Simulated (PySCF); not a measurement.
An unknown gives this computed stick spectrum. Computed with PySCF 2.14.0, density-fitted response routines, TDDFT PBE0/def2-SVPD, vertical, gas phase, core orbitals frozen in the response. Geometries: GFN2-xTB, one conformer each.

```json
{"state": "S1", "E (eV)": "5.75", "f": "0.0016"}
{"state": "S2", "E (eV)": "6.53", "f": "0.284"}
{"state": "S3", "E (eV)": "7.04", "f": "0.045"}
{"state": "S4", "E (eV)": "7.10", "f": "0.016"}
{"state": "S5", "E (eV)": "7.24", "f": "0.0054"}
{"state": "S6", "E (eV)": "7.49", "f": "0.0012"}
```

Triplets computed (Tamm–Dancoff): 4.08, 5.53 eV.

Question: Which structure fits?
A. `COC/C(C)=C\CF`
B. `FC1=C[C@H](F)C=C1`
C. `C=C(C=O)S(C)(=O)=O`
D. `FC(F)C=C1C=C1`

Answer: A. Its S1, at 5.75 eV, is the highest among the candidates; the nearest of the others has S1 at 4.47 eV. S1 is HOMO→LUMO (99%). Löwdin shares by element: HOMO (one of a set within 0.03 eV) oxygen 58%, carbon 24% or more (atoms not listed hold the other 19%); LUMO carbon 63% or more, fluorine 5% (atoms not listed hold the other 32%). At the same level the other candidates give, for their lowest levels:
- `C=C(C=O)S(C)(=O)=O`: 3.63 eV (f 0.001); 4.81 eV (f 0.003); 5.04 eV (f 0.003); 5.63 eV (f 0.019); 5.97 eV (f 0.001); T1 3.11 eV; HOMO -8.25, LUMO -2.75 eV
- `FC(F)C=C1C=C1`: 4.46 eV (f 0.012); 6.20 eV (f 0.000); 6.48 eV (f 0.000); 6.77 eV (f 0.000); 7.09 eV (f 0.560); T1 3.38 eV; HOMO -6.83, LUMO -1.22 eV
- `FC1=C[C@H](F)C=C1`: 4.47 eV (f 0.044); 6.50 eV (f 0.037); 6.71 eV (f 0.003); 6.81 eV (f 0.007); 7.03 eV (f 0.018); T1 2.69 eV; HOMO -6.99, LUMO -1.63 eV

Conformer computed: `[CH3:1][O:2][CH2:3]/[C:4]([CH3:5])=[CH:6]\[CH2:7][F:8]`: C1–O2–C3–C4 71°, O2–C3–C4–C5 55°, C4–C6–C7–F8 55°.
